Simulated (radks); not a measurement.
Results of a calculation; reference values are marked as such.
Species: Os62+. Configuration: [Ne] 3s2 3p2. Code: a radial shooting solver on a logarithmic mesh with Libxc functionals. Model: scalar-relativistic Kohn-Sham, LDA (Slater exchange, VWN5 correlation), spin-polarised, spherical densities, finite nucleus; open shells are filled with parallel spins first (spin-orbit coupling, left out, can overturn this in heavy ions); Fermi nuclear charge, rms radius 5.4126 fm.

Unscreened Slater integrals over Kohn-Sham orbitals (hartree). They are taken over the spin-up orbitals.

| integral | value |
|---|---|
| F0(3p,3p) | 5.1195 |
| F2(3p,3p) | 2.5539 |
| F0(3p,3s) | 5.0637 |
| G1(3p,3s) | 3.2730 |
| F0(3p,2p) | 6.7671 |
| F2(3p,2p) | 1.7682 |
| G0(3p,2p) | 0.71059 |
| G2(3p,2p) | 0.78891 |
| F0(3p,2s) | 6.5887 |
| G1(3p,2s) | 0.56188 |
| F0(3s,3s) | 5.0234 |
| F0(3s,2p) | 6.5632 |
| G1(3s,2p) | 0.69793 |
| F0(3s,2s) | 6.4465 |
| G0(3s,2s) | 0.56417 |
| F0(2p,2p) | 13.738 |
| F2(2p,2p) | 6.4980 |
| F0(2p,2s) | 12.802 |
| G1(2p,2s) | 7.3397 |
| F0(2s,2s) | 12.217 |

Derived for the open shells (J is the average intra-shell exchange parameter used in DFT+U). 3p: J = F2/5 = 0.5108 hartree.
